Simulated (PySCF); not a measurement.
System: C6H11, net charge -1, singlet state. It need not be the lowest isomer of its formula. Whether it binds its extra electron was not tested at this geometry. 
Structure (B3LYP-D3(BJ)/def2-TZVP (Ansatz) minimum search):
```xyz
17

C      2.4600     0.2208     0.9702
C      1.2423     0.6096     0.1319
C      0.5299    -0.5962    -0.5183
C     -0.7487    -0.2812    -1.2239
C     -1.9244    -0.0195    -0.5323
C     -2.1940     0.0141     0.8321
H      2.9515     1.0892     1.4216
H      2.1711    -0.4556     1.7805
H      3.2056    -0.3043     0.3620
H      0.5132     1.1379     0.7514
H      1.5405     1.3063    -0.6593
H      0.3443    -1.3257     0.2930
H      1.2459    -1.0800    -1.2009
H     -0.7385    -0.2122    -2.3062
H     -2.7867     0.1931    -1.1717
H     -3.2077     0.1440     1.1924
H     -1.4309    -0.1785     1.5791
```
Charge -1, spin multiplicity 1.

Dispersion corrections to the total energy (kcal/mol) from the dftd3 and dftd4 libraries through PySCF: D3(BJ) without and D4 with the three-body term, each with the damping fitted for the functional named.

```csv
functional,D3(BJ),D4
r2SCAN,?,-2.43
PBE,-8.44,-8.88
BLYP,-17.18,?
revPBE,-21.46,-30.08
TPSS,-10.45,?
PBE0,-7.19,-7.50
TPSSh,-9.56,-10.95
```

Some entries are withheld; supply them.


- r2SCAN, D3(BJ): -2.48
- BLYP, D4: -19.58
- TPSS, D4: -11.97
